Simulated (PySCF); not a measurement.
**EPR parameters of C5H11O2Si**

Compound: C5H11O2Si (doublet state).
SMILES with atom numbers: `[CH3:1][O:2][C:3]([CH3:4])[CH2:5][SiH2:6][CH:7]=[O:8]` (hydrogens: H9, H10, H11 on C1; H12, H13, H14 on C4; H15, H16 on C5; H17, H18 on Si6; H19 on C7)

Structure used (GFN2-xTB), in Å, numbered top down from 1:
```xyz
19
C5H11O2Si angstrom
C     -1.762   -1.104    1.196
O     -1.097   -1.173   -0.046
C     -0.668   -0.036   -0.624
C     -1.179    1.301   -0.231
C      0.419   -0.203   -1.563
Si     2.144    0.261   -0.705
C      1.939   -0.311    1.067
O      0.959    0.071    1.715
H     -2.685   -0.520    1.134
H     -1.095   -0.663    1.943
H     -1.998   -2.131    1.467
H     -2.271    1.324   -0.228
H     -0.812    2.051   -0.925
H     -0.836    1.562    0.774
H      0.474   -1.236   -1.899
H      0.329    0.456   -2.422
H      3.273   -0.366   -1.390
H      2.196    1.723   -0.816
H      2.660   -0.997    1.545
```

The hyperfine couplings belong to this conformer and change with its torsions.

Computed with UKS B3LYP, pcH-1 on C H O Si, non-relativistic, mean-field spin-orbit, GIAO in PySCF. Isolated species at its GFN2-xTB geometry (one conformer only). The geometry wasn't refined by DFT: couplings that depend on bond lengths, twists or pyramidal angles can differ widely from those at the functional's own minimum. The SCF solution wasn't tested for stability.

| Quantity | Value |
| --- | --- |
| g1, g2, g3 | 2.00240, 2.00276, 2.00452 |
| g_iso | 2.00323 |
| Form of g | rhombic: the two nearest values differ by 17 % of g3 − g1 |
| ⟨S²⟩ | 0.7573 (exact 0.7500) |
| Total energy | -637.04467 Eh |
| Basis functions | 320 |

Isotropic coupling and dipolar principal values T1 to T3, in MHz; ρ(0) is the spin density at the nucleus:

```tsv
atom	isotope	a_iso	of which spin–orbit	T1	T2	T3	Mulliken spin population	ρ(0) (bohr⁻³)
C1	13C	7.2	0.0	-1.8	-1.0	2.8	0.00	0.0064
O2	17O	-20.5	0.0	-41.7	19.8	21.9	0.07	0.0340
C3	13C	73.4	0.0	-61.6	-60.7	122.4	0.65	0.0653
C4	13C	-25.6	0.0	-1.1	-0.4	1.5	-0.06	-0.0228
C5	13C	-16.5	0.0	-6.0	1.4	4.6	-0.09	-0.0147
Si6	29Si	-104.5	0.3	-30.3	14.4	15.8	0.17	0.1179
C7	13C	2.0	0.0	-9.5	-7.9	17.4	0.11	0.0018
O8	17O	-7.0	0.0	-26.3	10.8	15.4	0.06	0.0115
H9	1H	6.8	0.0	-2.5	-2.4	4.9	0.00	0.0015
H10	1H	10.7	0.0	-3.2	-1.6	4.9	0.01	0.0024
H11	1H	-1.4	0.0	-2.6	-1.9	4.5	0.00	-0.0003
H12	1H	56.7	0.0	-3.5	-3.3	6.8	0.02	0.0127
H13	1H	5.2	0.0	-4.1	-2.6	6.8	0.00	0.0012
H14	1H	89.4	0.0	-3.8	-2.4	6.2	0.05	0.0200
H15	1H	23.4	0.0	-4.2	-2.1	6.4	0.01	0.0052
H16	1H	27.5	0.0	-3.7	-2.8	6.5	0.01	0.0061
H17	1H	11.2	0.0	-3.1	0.3	2.8	0.01	0.0025
H18	1H	-7.3	0.0	-2.2	-0.4	2.7	-0.01	-0.0016
H19	1H	-8.8	0.0	-5.1	-1.0	6.1	-0.01	-0.0020
```

The Mulliken spin populations are largest on C3 (+0.65), Si6 (+0.17), C7 (+0.11) and C5 (-0.09). The angles at C3 add up to 359.7°, so it is planar.

Under fast tumbling the dipolar parts average out, and these isotropic splittings remain: 3 × 1H (H12/H13/H14, I = 1/2, 4 lines) with 1.80 mT, 2 × 1H (H15/H16, I = 1/2, 3 lines) with 0.91 mT, 1 × 1H (H19, I = 1/2, 2 lines) with 0.32 mT, 3 × 1H (H9/H10/H11, I = 1/2, 4 lines) with 0.19 mT and 2 × 1H (H17/H18, I = 1/2, 3 lines) with 0.07 mT.

Means are taken over nuclei equivalent by connectivity, which assumes that they swap fast. The three 1H nuclei of mean +50.4 MHz run from 5.2 to 89.4 MHz in the frozen geometry. The three 1H nuclei of mean +5.4 MHz run from -1.4 to 10.7 MHz in the frozen geometry. The 1H value of +1.9 MHz is a mean of couplings from -7.3 to 11.2 MHz in this one geometry, not an average over conformers.

The 13C coupling of C3 (73.4 MHz) shows only in satellite lines or after enrichment, since that isotope makes up about 1.07 % of natural carbon.

The 29Si coupling of Si6 (-104.5 MHz) shows only in satellite lines or after enrichment, since that isotope makes up about 4.7 % of natural silicon.

β density exceeds α density at some nuclei, such as C4 (-0.0228), C5 (-0.0147) and H19 (-0.0020), spin density in bohr⁻³. In a single determinant that takes different orbitals for the two spins, that is spin polarisation.

Time: 3.6 min of wall time (grids of density and orbitals included); peak memory 1.1 GiB. Hardware: Arm Neoverse N1, one thread, no GPU, shared host with 32 logical CPUs at a one-minute load of 19.
